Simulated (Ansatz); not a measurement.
Consider the redistribution: `CO[SiH](F)O[SiH3]` + `[CH3][Al]([F])[SH]` → `[F][Al]([SiH3])[SH]` + `CO[SiH](F)OC`.

Calculated with Ansatz (gas phase, PBE0-D4/def2-TZVP geometries, no zero-point term in ΔE). CCSD(T)/CBS is the MP2 limit (def2-TZVPP, def2-QZVPP) plus CCSD(T) − MP2 in def2-TZVPP, frozen cores. DFT in def2-TZVPP. Each species was taken in one conformer, which may not be the lowest.

`CO[SiH](F)O[SiH3]`:

Z-matrix (Å, degrees):
```
C
O 1 1.412
H 1 1.090 2 108.1
H 1 1.094 2 111.1 3 119.3
H 1 1.095 2 111.4 3 -119.1
Si 2 1.621 1 125.6 3 175.7
O 6 1.608 2 107.9 1 175.4
F 6 1.592 2 109.3 1 56.3
H 6 1.472 2 112.8 1 -62.2
Si 7 1.644 6 144.6 2 -22.3
H 10 1.482 7 107.5 6 -167.0
H 10 1.484 7 109.8 6 73.6
H 10 1.484 7 110.3 6 -47.3
```

`[CH3][Al]([F])[SH]`:

Cartesian coordinates in Å:
```
C -0.006 -0.375 1.104
Al 0.595 0.308 -0.604
F 2.189 0.660 -0.838
S -0.665 0.679 -2.339
H -1.085 -0.541 1.132
H 0.489 -1.323 1.331
H 0.254 0.321 1.907
H -1.771 0.271 -1.693
```

`[F][Al]([SiH3])[SH]`:

Z-matrix (Å, degrees):
```
Si
Al 1 2.437
H 1 1.489 2 110.5
H 1 1.489 2 110.5 3 119.7
H 1 1.488 2 110.5 3 -120.2
S 2 2.177 1 123.2 3 120.9
F 2 1.652 1 120.2 3 -59.1
H 6 1.346 2 92.5 1 179.9
```

`CO[SiH](F)OC`:

Z-matrix (Å, degrees):
```
C
O 1 1.411
H 1 1.094 2 111.3
H 1 1.091 2 108.1 3 -119.5
H 1 1.095 2 111.2 3 121.6
Si 2 1.623 1 125.9 3 -54.7
O 6 1.612 2 108.9 1 169.0
F 6 1.597 2 107.7 1 48.2
H 6 1.471 2 113.8 1 -70.5
C 7 1.413 6 126.6 2 -48.1
H 10 1.094 7 110.9 6 -71.5
H 10 1.091 7 108.0 6 169.5
H 10 1.093 7 111.2 6 50.0
```

CCSD(T)/CBS gives +48.0 kcal/mol.

(1) Another level gave +46.4 kcal/mol. Which?
A. HF/def2-TZVPP
B. r2SCAN/def2-TZVPP
C. ωB97X-V/def2-TZVPP
D. B2PLYP/def2-TZVPP

Largest T1 diagnostic among the species: 0.013.

## Answers

(1) B. r2SCAN 46.4, HF/def2-TZVPP 49.6, B2PLYP 47.8, ωB97X-V 45.3 kcal/mol.

From PBE to PBE0 (25 % exact exchange), in def2-TZVPP and without D4, ΔE moves by +2.4 kcal/mol.
